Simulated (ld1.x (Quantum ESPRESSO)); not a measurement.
Transferability test, TM potential for F

- Element: F
- Generator: ld1.x (Quantum ESPRESSO) 7.5
- Type: norm-conserving Troullier–Martins (Kleinman–Bylander form)
- Functional: Wu–Cohen
- Relativity: scalar-relativistic
- Frozen core: [He]
- Valence charge: 7
- Reference configuration: 2s2 2p5
- Partial waves: 2s (bound): rc 0.80 bohr; 3d channel at 0.15 Ry: rc 0.95 bohr; 2p (bound): rc 1.05 bohr
- Local potential: the p channel
- Core correction: a·sin(br)/r model core inside 0.45 bohr

Energies are relative to the spin-unpolarised reference configuration 2s2 2p5; without spin polarisation the order of configurations can differ from experiment.

**Question.** Give the all-electron excitation energy and the error of the potential for: 2s2 2p4; 2s2 2p3; 2s2 2p2; 2s2 2p1; 2s1 2p6; 2s1 2p5; 2s2 2p4.5.

**Answer.**

```tsv
valence configuration	charge	ΔE all-electron (eV)	error AE − PS (meV)
2s2 2p4	+1	19.374	-5.2
2s2 2p3	+2	57.752	+5.0
2s2 2p2	+3	118.387	+127
2s2 2p1	+4	204.178	+570
2s1 2p6	0	18.682	+16
2s1 2p5	+1	38.341	-11
2s2 2p4.5	+0.5	7.533	-1.9
```

Levels in the configuration 2s2 2p2:

```csv
level,all-electron (eV),pseudo (eV)
2s,-91.058,-91.067
2p,-72.758,-72.519
```
